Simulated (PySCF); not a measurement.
A structure optimised at PBE-D3(BJ)/def2-SVP, used in a PySCF frequency run:

```xyz
8

W      0.1144     0.0936    -0.1378
N      0.8777    -0.8524    -1.4095
H      1.5787    -1.5270    -1.7370
S      1.0978    -0.2135     1.7609
O      0.1226     1.9446    -0.5843
H      0.3500     2.2761    -1.4727
S     -2.0421    -0.8504    -0.0819
H     -2.4109    -0.2447     1.0871
```

Problem. Write its SMILES and formula.

Solution. [NH]=[W]([OH])(=[S])[SH], H3NOS2W

Problem. What are its rotational constants (standard atomic weights)?

Solution. 2.3283, 1.6903, 1.3770 GHz
